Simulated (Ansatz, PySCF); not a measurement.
Molecule: sum formula SiHCl, net charge 0, triplet state. This is an excited triplet: at this geometry the singlet lies 1.19 eV lower at CCSD(T)/CBS(aug-cc-pV(T+d)Z,aug-cc-pV(Q+d)Z). 
Structure (B3LYP-D3(BJ)/def2-TZVP (Ansatz, a program for electronic structure) minimum search):
```
Si
H 1 1.4917
Cl 1 2.0637 2 115.14
```
Charge 0, spin multiplicity 3.

Total electronic energies in hartree. Valence correlation only, unless marked. Open shells are spin-unrestricted. Spin-orbit coupling is left out. No relativistic terms. CBS(X,Y): correlation extrapolated as X^-3; Hartree-Fock from the larger set.

```
level                                                program  energy (Eh)
--------------------------------------------  --------------  -----------
HF/cc-pV(T+d)Z                                        Ansatz   -749.01603
BP86/def2-TZVPD                                        PySCF          [?]
PBE0-D3(BJ)/def2-TZVPD                        Ansatz + dftd3          [?]
HSE06-D3(BJ)/def2-TZVPD                       Ansatz + dftd3   -749.96901
wB97X/def2-TZVPD                                      Ansatz          [?]
PBE-QIDH/def2-TZVPD                                   Ansatz   -749.80670
MP2/cc-pV(T+d)Z                                       Ansatz   -749.28340
CCSD/aug-cc-pV(T+d)Z                                  Ansatz   -749.32053
CCSD(T)/CBS(aug-cc-pV(T+d)Z,aug-cc-pV(Q+d)Z)          Ansatz    -749.3785
```

### Question
Some entries are withheld; supply them.

### Answer

- BP86/def2-TZVPD, energy (Eh): -750.32662
- PBE0-D3(BJ)/def2-TZVPD, energy (Eh): -749.98354
- wB97X/def2-TZVPD, energy (Eh): -750.23887
